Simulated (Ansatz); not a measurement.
Ansatz (a first-principles code) input (CCSD(T)/def2-SVPD):

Ansatz 0.2 input:
```yaml
crystal:
  periodic: [false, false, false]
  atoms:
    - {symbol: Mn, position_ang: [-0.00000000, -0.00000000, -0.48685276]}
    - {symbol: F, position_ang: [0.00000000, 0.00000000, 1.35236876]}
basis:
  gaussian:
    orbitals: def2-SVPD
magnetization: {spin_polarized: true, initial_magnetization: 6}
correlation: {method: ccsd_t, electrons: outside_noble_gas}
output: {forces: true}
```

End of the output:

```
mean field evaluation 4: about -33990.0038 eV, gradient 4.9e0 eV
mean field evaluation 8: about -33990.3291 eV, gradient 9.3e-1 eV
mean field evaluation 16: about -33990.3418 eV, gradient 5.8e-6 eV
mean field evaluation 32: about -33986.8120 eV, gradient 5.8e-1 eV
mean field evaluation 64: about -33986.8132 eV, gradient 2.3e0 eV
mean field -33990.34175255 eV, -1249.1220199252 hartree, gradient 5.8e-6 eV, S^2 12.002186; 0 other end points of the search recorded, 0 dependent functions left out
10 core orbitals not correlated
reference -33990.34175255 eV, -1249.1220199252 hartree; 10, 4 occupied and 37, 43 virtual orbitals, 591 factors
densities: 0.20 GiB planned
second order -7.49482884 eV of doubles, -0.00000000 eV of singles
coupled cluster: 0.16 GiB planned
cycle   1  -7.40644739 eV  change    8.8e-2 eV  update   8.9e-2
cycle   2  -7.59906542 eV  change   -1.9e-1 eV  update   3.0e-2
cycle   3  -7.65835672 eV  change   -5.9e-2 eV  update   1.8e-2
cycle   4  -7.66017814 eV  change   -1.8e-3 eV  update   5.2e-3
cycle   5  -7.65780247 eV  change    2.4e-3 eV  update   2.5e-3
cycle   6  -7.65884098 eV  change   -1.0e-3 eV  update   9.1e-4
cycle   7  -7.65931997 eV  change   -4.8e-4 eV  update   3.1e-4
cycle   8  -7.65937319 eV  change   -5.3e-5 eV  update   1.6e-4
cycle   9  -7.65938763 eV  change   -1.4e-5 eV  update   6.5e-5
cycle  10  -7.65940223 eV  change   -1.5e-5 eV  update   2.0e-5
cycle  11  -7.65939750 eV  change    4.7e-6 eV  update   8.2e-6
cycle  12  -7.65939861 eV  change   -1.1e-6 eV  update   3.8e-6
cycle  13  -7.65939920 eV  change   -5.9e-7 eV  update   1.5e-6
perturbative correction -0.16692440 eV, -0.0061343584 hartree
the calculation of the forces begins
Total energy: -33998.16807615 eV, -1249.4096320124 hartree
Atom 0 at    -0.000000    -0.000000    -0.486853 Å, force    -0.000000    -0.000000    -0.766571 eV/Å
Atom 1 at     0.000000     0.000000     1.352369 Å, force    -0.000000     0.000000     0.766571 eV/Å
Dipole moment:     0.000000    -0.000000    -0.583810 e Å
```

The spin state was set by rule; other spins were not relaxed.
